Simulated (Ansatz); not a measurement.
Ansatz (an electronic-structure program) input:
A basis named .json is the Basis Set Exchange file of that set.

Ansatz 0.2 input:
```yaml
crystal:
  periodic: [false, false, false]
  atoms:
    - {symbol: C, position_ang: [-0.86789994, -0.83540611, 0.13118365]}
    - {symbol: C, position_ang: [-1.04687383, 0.55543129, -0.27866040]}
    - {symbol: C, position_ang: [0.22404459, 0.09262024, 0.43771837]}
    - {symbol: N, position_ang: [1.42397482, 0.01947012, -0.36106316]}
    - {symbol: H, position_ang: [-1.45285572, -1.50863066, 0.73745735]}
    - {symbol: H, position_ang: [-1.76317123, 1.18312905, 0.24351333]}
    - {symbol: H, position_ang: [-0.91103172, 0.80014926, -1.32757999]}
    - {symbol: H, position_ang: [0.32943741, 0.39401844, 1.48190095]}
    - {symbol: H, position_ang: [1.96526903, 0.87233073, -0.28343865]}
    - {symbol: H, position_ang: [2.00890372, -0.75316017, -0.06586051]}
basis:
  gaussian:
    orbitals: cc-pVTZ
    fitting: {mean_field: def2-universal-jkfit, correlation: cc-pVTZ-RIFIT.json}
magnetization: {spin_polarized: true, initial_magnetization: 1}
correlation: {method: mp2, electrons: outside_noble_gas}
```

Problem. What final total energy does it print?

Solution. -172.18880 Eh (RI-MP2/cc-pVTZ). The basis has 204 functions.

It need not be the lowest isomer of its formula.
